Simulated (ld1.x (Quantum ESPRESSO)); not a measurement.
## Zn, TM: configuration errors across variants

```
Element                 : zinc (Zn)
Generator               : ld1.x (Quantum ESPRESSO) 7.5
Type                    : norm-conserving Troullier–Martins (Kleinman–Bylander form)
Functional              : PBEsol
Relativity              : scalar-relativistic
Frozen core             : [Ar]
Valence charge          : 12
Reference configuration : 3d10 4s0 4p0 (charge +2)
Partial waves           : 4s (bound, empty): rc 0.80 bohr; 4p (bound, empty): rc 1.70 bohr; 3d (bound): rc 1.45 bohr
Local potential         : the d channel
Core correction         : a·sin(br)/r model core inside 0.70 bohr
```

All-electron excitation energies from the reference (eV): (1) 3d9 4s0 4p0 40.509; (2) 3d10 4s0 4p1 -11.990; (3) 3d8 4s0 4p0 102.290.

For the base: The 4s radius (0.80 bohr) lies inside the outermost node of the all-electron wave (0.84 bohr), which a nodeless pseudo-wave cannot match soundly.

Tests that are not counted but printed errors over 1 eV. “base”: 3d10 4s2 4p0 (solver errors, printed error -1596 eV); 3d10 4s1 4p1 (solver errors, printed error -1564 eV); 2 more. “wave 4s (bound): rc 0.80 bohr becomes 4s (bound): rc 0.96 bohr”: 3d10 4s2 4p0 (solver errors, printed error -1596 eV); 3d10 4s1 4p1 (solver errors, printed error -1564 eV); 2 more. “wave 4p (bound): rc 1.70 bohr becomes 4p (bound): rc 1.32 bohr”: 3d10 4s2 4p0 (solver errors, printed error -1596 eV); 3d10 4s1 4p1 (solver errors, printed error -1562 eV); 2 more. “core correction a·sin(br)/r model core inside 0.96 bohr”: 3d10 4s2 4p0 (solver errors, printed error -1590 eV); 3d10 4s1 4p1 (solver errors, printed error -1558 eV); 2 more. “all radii but the core radius scaled by about 0.83 (s 0.66, p 1.40, d 1.20 bohr)”: 3d10 4s2 4p0 (solver errors, printed error -1603 eV); 3d10 4s1 4p1 (solver errors, printed error -10.0 eV); 2 more.

2 further variants failed, have other tests or too few solved ones, and are left out.

A true bound ghost makes a file unfit for plane-wave use even where its test errors are small: the radial tests pick states by their node count and pass the ghost by. Where a test does run into it, the solver fails or the error is huge.

Errors AE − PS in meV (a dash: test not solved or not reliable):

```csv
change,(1),(2),(3),bound ghosts
base,-269,-3.7,-1234,"s, p"
wave 4s (bound): rc 0.80 bohr becomes 4s (bound): rc 0.96 bohr,-269,-3.7,-1234,"s, p"
wave 4p (bound): rc 1.70 bohr becomes 4p (bound): rc 1.32 bohr,-269,-2.6,-1234,"s, p"
core correction a·sin(br)/r model core inside 0.96 bohr,-266,-3.6,-1211,"s, p"
"all radii but the core radius scaled by about 0.83 (s 0.66, p 1.40, d 1.20 bohr)",-237,-1.1,-1224,"s, p"
wave 3d (bound): rc 1.45 bohr becomes 3d (bound): rc 1.08 bohr,-222,-4.1,-1183,"s, p"
```

Problem. Give the same row for: wave 3d (bound): rc 1.45 bohr becomes 3d (bound): rc 1.90 bohr.

Solution. -216, -1.9, -560; bound ghosts: s. Not counted: 3d10 4s2 4p0 (solver errors, printed error -1502 eV); 3d10 4s1 4p1 (solver errors, printed error -1490 eV); 2 more.
